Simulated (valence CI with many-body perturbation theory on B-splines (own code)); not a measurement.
## Hg⁷³⁺: magnetic and hyperfine properties of the levels

Calculated by valence CI with perturbative core correlation (CI+MBPT): five valence electrons over a frozen Dirac-Fock core [He], a basis of 11 s, 11 p, 10 d, 8 f, 5 g, 2 h functions for each j, with the one-electron correlation potential Σ1 (screened to all orders), the two-electron term Σ2, the three-electron term Σ3, Breit, model QED; selected single and double excitations, second order for the rest, scaled by the run's own slope (own B-spline code, finite nucleus).

No measured spectrum was set against this ion. As an estimate, large intervals hold to a few tenths of a per cent, small ones and those within an open d or f shell to about a per cent. Among the levels kept, up to 7500 cm⁻¹ of a level comes from second order outside the variational space, and about a tenth of that is noise between levels of different J, which matters for small intervals.

A/g_I is the dipole constant over the nuclear g factor μ/I (μ in nuclear magnetons, uniformly magnetised nucleus), B/Q the quadrupole constant per barn. Both hold the static response of the core; the bare values leave it out. Large factors of s and p1/2 electrons are usually good to 5 to 10 %; those of open d and f shells near neutrality can be off by tens of per cent, and small factors of p3/2, d and f electrons come from cancelling terms and can be off by a factor of two or in sign, in half-filled shells by more. B is blank for J = 1/2, where it vanishes, and for nearly pure S terms. Energies count from the lowest level.

Levels are named by their leading jj configuration (3d3/2^4 stands for four electrons in 3d with j = 3/2), which in mixed levels can hold well under half, so a name can repeat and another be missing. Letters in brackets count levels of one name in rising energy.

```csv
Level,E (eV),g,A/g_I (MHz),A/g_I bare,B/Q (MHz/b),B/Q bare
(2s^2 2p1/2^2 2p3/2) J=3/2,0,1.302,1060000,1080000,2100000,2110000
(2s^2 2p1/2 2p3/2^2) J=3/2,2003,1.428,-908000,-874000,89900,90000
(2s^2 2p1/2 2p3/2^2) J=5/2,2026,1.154,3060000,3070000,-5410,-5420
(2s^2 2p1/2 2p3/2^2) J=1/2,2087,0.606,1.10e+07,1.10e+07,,
(2s 2p1/2^2 2p3/2^2) J=5/2,2397,1.432,7430000,7390000,213000,213000
(2s 2p1/2^2 2p3/2^2) J=1/2,2515,1.975,3.29e+07,3.26e+07,,
(2s 2p1/2^2 2p3/2^2) J=3/2,2517,1.162,-5330000,-5220000,-181000,-181000
(2s^2 2p3/2^3) J=3/2,4096,1.282,1090000,1110000,-2200000,-2210000
(2s 2p1/2 2p3/2^3) J=3/2 [a],4432,1.583,7520000,7480000,-1680000,-1680000
(2s 2p1/2 2p3/2^3) J=5/2,4474,1.276,9470000,9410000,-2370000,-2370000
(2s 2p1/2 2p3/2^3) J=1/2,4550,1.331,-1.29e+07,-1.27e+07,,
(2s 2p1/2 2p3/2^3) J=3/2 [b],4557,0.994,162000,216000,-725000,-726000
(2p1/2^2 2p3/2^3) J=3/2,4991,1.292,1020000,1070000,-2140000,-2140000
(2s 2p3/2^4) J=1/2,6575,1.886,3.32e+07,3.28e+07,,
(2p1/2 2p3/2^4) J=1/2,7028,0.606,1.10e+07,1.10e+07,,
(2s^2 2p1/2^2 3s) J=1/2,10296,1.984,9490000,9420000,,
(2s^2 2p1/2^2 3p1/2) J=1/2,10416,0.641,3280000,3260000,,
(2s^2 2p1/2^2 3p3/2) J=3/2,11023,1.317,314000,323000,645000,645000
(2s^2 2p1/2^2 3d3/2) J=3/2,11122,0.780,183000,183000,115000,116000
(2s^2 2p1/2^2 3d5/2) J=5/2,11284,1.184,64800,64800,115000,116000
(2s^2 2p1/2 2p3/2 3s) J=3/2 [a],12320,1.647,1860000,1860000,1370000,1370000
(2s^2 2p1/2 2p3/2 3s) J=1/2,12331,1.288,-5060000,-4990000,,
(2s^2 2p1/2 2p3/2 3s) J=5/2,12339,1.296,4770000,4760000,2070000,2080000
(2s^2 2p1/2 2p3/2 3s) J=3/2 [b],12347,0.942,2770000,2790000,1210000,1210000
(2s^2 2p1/2 2p3/2 3p1/2) J=1/2,12437,1.726,-2980000,-2920000,,
(2s^2 2p1/2 2p3/2 3p1/2) J=3/2 [a],12443,1.118,2160000,2170000,427000,428000
(2s^2 2p1/2 2p3/2 3p1/2) J=5/2,12456,1.032,3520000,3530000,2060000,2060000
(2s^2 2p1/2 2p3/2 3p1/2) J=3/2 [b],12506,1.294,1650000,1670000,2100000,2110000
(2s 2p1/2^2 2p3/2 3s) J=5/2,12667,1.576,9120000,9060000,2120000,2130000
(2s 2p1/2^2 2p3/2 3s) J=3/2 [a],12700,1.409,1.02e+07,1.01e+07,1150000,1150000
(2s 2p1/2^2 2p3/2 3s) J=1/2,12775,0.823,-1.23e+07,-1.22e+07,,
(2s 2p1/2^2 2p3/2 3s) J=3/2 [b],12785,1.365,-2740000,-2670000,1530000,1530000
(2s 2p1/2^2 2p3/2 3p1/2) J=3/2 [a],12797,1.643,1.03e+07,1.02e+07,1470000,1470000
(2s 2p1/2^2 2p3/2 3p1/2) J=5/2,12798,1.314,7890000,7840000,2080000,2090000
(2s 2p1/2^2 2p3/2 3p1/2) J=1/2,12894,1.257,-1.03e+07,-1.01e+07,,
(2s 2p1/2^2 2p3/2 3p1/2) J=3/2 [b],12896,0.956,-3590000,-3510000,1190000,1200000
(2s^2 2p1/2 2p3/2 3p3/2) J=5/2 [a],13035,1.401,-703000,-681000,2250000,2250000
(2s^2 2p1/2 2p3/2 3p3/2) J=1/2 [a],13039,1.548,-2820000,-2800000,,
(2s^2 2p1/2 2p3/2 3p3/2) J=3/2 [a],13044,1.112,3570000,3570000,-1340000,-1340000
(2s^2 2p1/2 2p3/2 3p3/2) J=7/2,13051,1.207,2180000,2190000,2740000,2740000
```

(1) Take the isotope of mass number 201, with I = 3/2, μ = -0.558 μN and Q = 0.387 b. What is the hyperfine structure of (2s^2 2p1/2^2 2p3/2) J=3/2?

Results:

(1) From the table A = -395000 MHz, B = 814000 MHz. Shifts from the centre of gravity in MHz: F = 0: 2500000, F = 1: 1290000, F = 2: -314000, F = 3: -685000.
